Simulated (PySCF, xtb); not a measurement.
CH4FNOSi2, SMILES F[Si@H]1N=CO[SiH2]1.

GFN2-xTB run with xtb 6.7.1 at its own geometry gives an orbital gap of 3.29 eV and a dipole moment of 2.62 D.

Geometry: r2SCAN-D4/def2-SVP. The structure was generated by enumeration; whether it is a known compound was not checked.

### Question
What does M06-2X/def2-TZVP (PySCF) give? (An estimate is asked for; the answer gives what the named calculation found.)

### Answer
gap 8.49 eV (levels -8.78 and -0.28 eV), dipole 2.24 D.
